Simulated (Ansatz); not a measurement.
A ladder of methods for InH3 (SMILES [InH3])

InH3 has 4 atoms, charge 0, and is taken as a singlet. As SMILES, `[InH3]`. The shape was relaxed beforehand at B3LYP/def2-SVP.

```xyz
4

In    0.0139   -0.0151   -0.0051
H     0.4191    1.5296    0.6843
H    -1.1055   -0.1081   -1.3331
H     0.7281   -1.4668    0.6336
```

Quantity: the dissociation energy of the H3–In1 bond into doublet H and doublet InH2 (shapes relaxed at B3LYP/def2-SVP, no zero-point term), in eV. The values are calculated.

| level | kind | program | value (eV) |
| --- | --- | --- | --- |
| HF/def2-TZVPP (core potential) | Hartree–Fock | Ansatz | 2.41 |
| SVWN5/def2-TZVPP (core potential) | LDA | Ansatz | 3.50 |
| PBE/def2-TZVPP (core potential) | GGA | Ansatz | 3.08 |
| r2SCAN/def2-TZVPP (core potential) | meta-GGA | Ansatz | 3.14 |
| B3LYP/def2-TZVPP (core potential) | global hybrid | Ansatz | 3.18 |
| PBE0-D4/def2-TZVPP (core potential) | global hybrid | Ansatz | 3.13 |
| CAM-B3LYP/def2-TZVPP (core potential) | range-separated hybrid | Ansatz | 3.27 |
| B2PLYP/def2-TZVPP (core potential) | double hybrid | Ansatz | 3.20 |
| RPA@PBE/def2-TZVPP (core potential) | RPA | Ansatz | 3.21 |

Spin-orbit coupling, which can split open shells on such heavy atoms by tenths of an eV, is left out. The values span 2.41 to 3.50 eV. Hartree–Fock misses the correlation of the electron pair that is broken and comes out low. Measured bond enthalpies also hold zero-point and thermal terms, a few tenths of an eV less.
